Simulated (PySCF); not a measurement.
Isomers of C3H6BF, mass 72.055 u with the commonest isotopes. Method used: PBE0-D3(BJ)/def2-SVP geometry optimisation, gas phase in PySCF 2.14.0. One conformer each, none proved a minimum here; rigid rotors.

**Question.** Order these by out-of-plane moment Σ m c² = (Ia + Ib − Ic)/2, largest first.
A. `B/C(C)=C\F`
B. `[F:1][BH:2][CH:3]1[CH2:4][CH2:5]1` with F1–B2–C3–C4 -146°
C. `[BH2:1][C@@H:2]1[CH2:3][C@@H:4]1[F:5]` with H–B1–C2–C3 -136° and 41°

**Answer.** C (15.82 u·Å²), B (13.00 u·Å²), A (1.57 u·Å²).

**Question.** Order these by rotational constant C, smallest first.
A. `[BH2:1][C@@H:2]1[CH2:3][C@@H:4]1[F:5]` with H–B1–C2–C3 -136° and 41°
B. `B/C(C)=C\F`
C. `[CH2:1]=[CH:2][B:3]([CH3:4])[F:5]` with C1–C2–B3–C4 179°

**Answer.** C (2610 MHz), B (2696 MHz), A (3681 MHz).

**Question.** Order these by rotational constant A, smallest first.
A. `B/C(C)=C\F`
B. `[F:1][BH:2][CH:3]1[CH2:4][CH2:5]1` with F1–B2–C3–C4 -146°
C. `[BH2:1][C@@H:2]1[CH2:3][C@@H:4]1[F:5]` with H–B1–C2–C3 -136° and 41°

**Answer.** C (7921 MHz), A (8805 MHz), B (15539 MHz).

| SMILES | point group | Ia (u·Å²) | Ib (u·Å²) | Ic (u·Å²) | κ | μa (D) | μb (D) | μc (D) |
| --- | --- | --- | --- | --- | --- | --- | --- | --- |
| B[C@@H]1C[C@@H]1F | C1 | 63.80 | 105.13 | 137.28 | -0.47 | 0.08 | 2.05 | 0.66 |
| B/C(C)=C\F | near Cs | 57.40 | 133.24 | 187.49 | -0.64 | 0.75 | 1.84 | 0.01 |
| FBC1CC1 | Cs | 32.52 | 182.89 | 189.41 | -0.99 | 1.69 | 0.00 | 0.20 |
| C=CB(C)F | near Cs | 57.26 | 139.53 | 193.66 | -0.67 | 0.43 | 1.21 | 0.00 |
